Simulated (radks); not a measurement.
The nitrogen anion N2-, [He] 2s2 2p5, held by a Watson sphere: a shell of charge +2 at radius R that stands for the Madelung well of a crystal (potential energy -2/R inside, -2/r outside, in hartree with lengths in bohr). All-electron calculation, non-relativistic Kohn-Sham, PBE, spin-polarised, spherical densities, point nucleus; open shells are filled with parallel spins first. Program: a radial shooting solver on a logarithmic mesh with Libxc functionals. Response by self-consistent Sternheimer equations with the Hartree and adiabatic LDA kernel. The sphere does not respond.

[
 {"R (bohr)": "1.62", "e(2s down) (eV)": "-19.192", "e(2p up) (eV)": "-8.728", "e(2p down) (eV)": "-7.656", "<r> 2p (bohr)": "1.594", "sum of <r^2> (bohr^2)": "20.47", "X-ray form factor at sin(theta)/lambda = 0.1 1/angstrom": "7.689", "alpha (bohr^3)": "12.41"},
 {"R (bohr)": "1.96", "e(2s down) (eV)": "-17.744", "e(2p up) (eV)": "-7.645", "e(2p down) (eV)": "-6.643", "<r> 2p (bohr)": "1.711", "sum of <r^2> (bohr^2)": "23.26", "X-ray form factor at sin(theta)/lambda = 0.1 1/angstrom": "7.545", "alpha (bohr^3)": "17.20"},
 {"R (bohr)": "2.06", "e(2s down) (eV)": "-17.356", "e(2p up) (eV)": "-7.347", "e(2p down) (eV)": "-6.361", "<r> 2p (bohr)": "1.745", "sum of <r^2> (bohr^2)": "24.08", "X-ray form factor at sin(theta)/lambda = 0.1 1/angstrom": "7.505", "alpha (bohr^3)": "18.93"},
 {"R (bohr)": "2.32", "e(2s down) (eV)": "-16.441", "e(2p up) (eV)": "-6.622", "e(2p down) (eV)": "-5.670", "<r> 2p (bohr)": "1.831", "sum of <r^2> (bohr^2)": "26.21", "X-ray form factor at sin(theta)/lambda = 0.1 1/angstrom": "7.406", "alpha (bohr^3)": "24.25"},
 {"R (bohr)": "3.09", "e(2s down) (eV)": "-14.434", "e(2p up) (eV)": "-4.914", "e(2p down) (eV)": "-4.018", "<r> 2p (bohr)": "2.092", "sum of <r^2> (bohr^2)": "32.76", "X-ray form factor at sin(theta)/lambda = 0.1 1/angstrom": "7.151", "alpha (bohr^3)": "50.16"},
 {"R (bohr)": "3.38", "e(2s down) (eV)": "-13.898", "e(2p up) (eV)": "-4.431", "e(2p down) (eV)": "-3.540", "<r> 2p (bohr)": "2.198", "sum of <r^2> (bohr^2)": "35.41", "X-ray form factor at sin(theta)/lambda = 0.1 1/angstrom": "7.067", "alpha (bohr^3)": "65.84"},
 {"R (bohr)": "3.6", "e(2s down) (eV)": "-13.552", "e(2p up) (eV)": "-4.117", "e(2p down) (eV)": "-3.222", "<r> 2p (bohr)": "2.286", "sum of <r^2> (bohr^2)": "37.51", "X-ray form factor at sin(theta)/lambda = 0.1 1/angstrom": "7.008", "alpha (bohr^3)": "81.03"},
 {"R (bohr)": "3.9", "e(2s down) (eV)": "-13.150", "e(2p up) (eV)": "-3.755", "e(2p down) (eV)": "-2.846", "<r> 2p (bohr)": "2.418", "sum of <r^2> (bohr^2)": "40.58", "X-ray form factor at sin(theta)/lambda = 0.1 1/angstrom": "6.932", "alpha (bohr^3)": "108.2"},
 {"R (bohr)": "3.92", "e(2s down) (eV)": "-13.125", "e(2p up) (eV)": "-3.734", "e(2p down) (eV)": "-2.823", "<r> 2p (bohr)": "2.428", "sum of <r^2> (bohr^2)": "40.79", "X-ray form factor at sin(theta)/lambda = 0.1 1/angstrom": "6.927", "alpha (bohr^3)": "110.4"}
]
